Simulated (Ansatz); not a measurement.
One change: `FC/C=C(/F)C(F)F` becomes `F/C(=C/C(F)F)C(F)F`.

Ansatz, PBE0-D4/def2-TZVP geometries, multiplicity 1. Each molecule was computed in one conformer, which needn't be the lowest.

```csv
property,`FC/C=C(/F)C(F)F`
HOMO energy (B3LYP/def2-TZVPP) / eV,-7.84
LUMO energy (PBE/def2-TZVPP) / eV,-1.51
HOMO–LUMO gap (ωB97M-V/def2-TZVPP) / eV,11.96
LUMO energy (ωB97M-V/def2-TZVPP) / eV,1.66
HOMO–LUMO gap (PBE/def2-TZVPP) / eV,5.22
size of the dipole moment (B3LYP/def2-TZVPP) / D,3.81
```

Q: What does the change do to each property? (Estimate.)

A: Ansatz gave: 
```
                                        property  `F/C(=C/C(F)F)C(F)F`  shift
             HOMO energy (B3LYP/def2-TZVPP) / eV                 -8.49  -0.65
               LUMO energy (PBE/def2-TZVPP) / eV                 -2.13  -0.62
         HOMO–LUMO gap (ωB97M-V/def2-TZVPP) / eV                 12.04   0.08
           LUMO energy (ωB97M-V/def2-TZVPP) / eV                  1.06  -0.60
             HOMO–LUMO gap (PBE/def2-TZVPP) / eV                  5.23   0.01
size of the dipole moment (B3LYP/def2-TZVPP) / D                  1.81  -2.00
```

Dipoles are sizes alone; their direction can turn.

B3LYP here is the variant with VWN-RPA as its local correlation; programs differ in this.
